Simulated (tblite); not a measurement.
Start geometry of `C/C=N/CC(F)(F)F` from a force field or distance geometry (Å):
```
atom  x, y, z in Å
C1     2.4499   -0.0532   -0.3686
C2     1.0474    0.0217    0.1773
N3     0.1666   -0.8355   -0.1790
C4    -1.1695   -0.6255    0.4440
C5    -2.0255    0.4434   -0.2076
F6    -1.4317    1.6574   -0.1442
F7    -2.2665    0.1802   -1.5188
F8    -3.2147    0.5563    0.4148
H9     3.1503   -0.1866    0.4588
H10    2.6624    0.8920   -0.8669
H11    2.5393   -0.8795   -1.0760
H12    0.8475    0.8210    0.9163
H13   -1.0578   -0.4033    1.5296
H14   -1.6987   -1.5890    0.3979
```

**Question.** What comes out of this run: GFN2-xTB geometry optimisation, gas phase in tblite 0.8.0?

**Answer.** 
```
atom  x, y, z in Å
C1     2.436   -0.052   -0.391
C2     1.133   -0.020    0.311
N3     0.119   -0.580   -0.174
C4    -1.140   -0.515    0.503
C5    -2.083    0.379   -0.293
F6    -1.629    1.638   -0.375
F7    -2.283   -0.045   -1.542
F8    -3.293    0.450    0.288
H9     3.190   -0.507    0.250
H10    2.756    0.966   -0.607
H11    2.349   -0.612   -1.317
H12    1.112    0.512    1.274
H13   -1.084   -0.099    1.523
H14   -1.582   -1.515    0.528
```

The energy falls by 17.2 kJ/mol over 90 L-BFGS steps, the largest force on an atom goes from 2.12 to 0.008 eV/Å, and the atoms move by 0.283 Å rms after alignment. The bond that changes most is N3–C4 (imine nitrogen to sp3 carbon bound to nitrogen), which shortens by 0.059 Å. Bonds longer at the end by more than 0.005 Å: 1 of 13; shorter: 9. Among the angles that change most is C2–N3–C4, from 114.0° to 120.5°. Among the dihedrals that turn most is C2–N3–C4–H13, from -44° to -10°. Rotational constants go from 4351, 1090, 1068 to 4583, 1060, 1052 MHz. The orientation of the end geometry is arbitrary; only internal coordinates are fixed.

Its GFN2-xTB frequencies are all real (lowest 48 cm⁻¹). The numbers are those of one conformer.

All values are computed, not measured.
